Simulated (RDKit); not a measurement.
Input for RDKit: MMFF94 on C2H2N2 (a complex), monomers drawn apart or pushed together.

```python
from rdkit import Chem
from rdkit.Chem import AllChem, rdDetermineBonds

blocks = [
'''3

C    -0.21658715    0.39363787   -1.13054421
N    -0.11584127    0.33019047    0.02627859
H    -0.02787827    0.27470161    1.03611601
''',
'''3

C     0.13129243    0.17471782    2.87448451
N     0.23146779    0.11245153    4.02705189
H     0.31789536    0.05877417    5.02047443
''',
]
mol = None
for b in blocks:
    f = Chem.MolFromXYZBlock(b)
    rdDetermineBonds.DetermineBonds(f, charge=0)
    mol = f if mol is None else Chem.CombineMols(mol, f)
Chem.SanitizeMol(mol)
print(Chem.MolToSmiles(Chem.RemoveHs(mol)))
ff = AllChem.MMFFGetMoleculeForceField(mol, AllChem.MMFFGetMoleculeProperties(mol), nonBondedThresh=100.0, ignoreInterfragInteractions=False)
e = ff.CalcEnergy()
print(f'MMFF94 energy {e:.6f} kcal/mol')
```

It printed:

```
[C-]#[NH+].[C-]#[NH+]
MMFF94 energy -3.831246 kcal/mol
```

The run finished.

Cost: very roughly 0.020 core-seconds.
